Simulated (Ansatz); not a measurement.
Calculated with Ansatz (gas phase, PBE0-D4/def2-TZVP geometries, no zero-point term in ΔE). CCSD(T)/CBS adds triple-zeta CCSD(T) − MP2 to the extrapolated MP2 energy (def2 sets, frozen cores). This one scheme is used for every species. Functionals use def2-TZVPP. B3LYP here is the variant with VWN-RPA as its local correlation; programs differ in this. HSE06 is defined as in plane-wave codes. Each species was taken in one conformer, which may not be the lowest.

`C[Si@H]1O[C@@H]1N` + `NN` → `CNN` + `NC1O[SiH2]1`  (substitution at a C–Si bond)

```
             level  ΔE (kJ/mol)  difference from CCSD(T)/CBS
       LDA (SPW92)         69.9                         -6.0
            PBE-D4         73.8                         -2.1
         revPBE-D4         71.8                         -4.1
           BLYP-D4         70.7                         -5.2
         r2SCAN-D4         77.0                          1.1
            B97M-V         77.4                          1.5
           PBE0-D4         75.9                          0.0
          B3LYP-D4         72.9                         -3.0
        r2SCANh-D4         77.5                          1.6
        r2SCAN0-D4         77.9                          2.0
          HSE06-D4         75.9                          0.0
          BHLYP-D4         73.9                         -2.0
      CAM-B3LYP-D4         72.4                         -3.5
           ωB97X-V         72.6                         -3.3
           ωB97M-V         76.9                          1.0
          PBE-QIDH         76.5                          0.6
               PBE         72.7                         -3.2
            revPBE         73.3                         -2.6
              BLYP         69.3                         -6.6
            r2SCAN         76.6                          0.7
              PBE0         74.8                         -1.1
             B3LYP         71.3                         -4.6
           r2SCANh         77.0                          1.1
           r2SCAN0         77.4                          1.5
             HSE06         74.7                         -1.2
             BHLYP         71.7                         -4.2
         CAM-B3LYP         71.1                         -4.8
       HF/def2-SVP         56.2                        -19.7
      MP2/def2-SVP         59.4                        -16.5
     CCSD/def2-SVP         54.7                        -21.2
  CCSD(T)/def2-SVP         54.0                        -21.9
     HF/def2-TZVPP         67.7                         -8.2
    MP2/def2-TZVPP         77.2                          1.3
SCS-MP2/def2-TZVPP         72.3                         -3.6
   CCSD/def2-TZVPP         73.6                         -2.3
CCSD(T)/def2-TZVPP         73.8                         -2.1
     HF/def2-QZVPP         67.6                         -8.3
SCS-MP2/def2-QZVPP         73.6                         -2.3
      HF/CBS(def2)         67.6                         -8.3
     MP2/CBS(def2)         79.2                          3.3
       CCSD(T)/CBS         75.9                            0
```

Largest T1 diagnostic among the species: 0.014.

In def2-TZVPP, CCSD(T) changes the Hartree–Fock value by +6.1 kJ/mol (the triples alone add +0.3 kJ/mol) and MP2 by +9.4 kJ/mol. At CCSD(T), def2-SVP lies −21.9 kJ/mol from the extrapolated value and def2-TZVPP −2.1 kJ/mol. Leaving LDA and LC-ωPBE aside and taking each functional with its dispersion term where it has one, the values spread over 7.2 kJ/mol, from BLYP-D4 to r2SCAN0-D4.
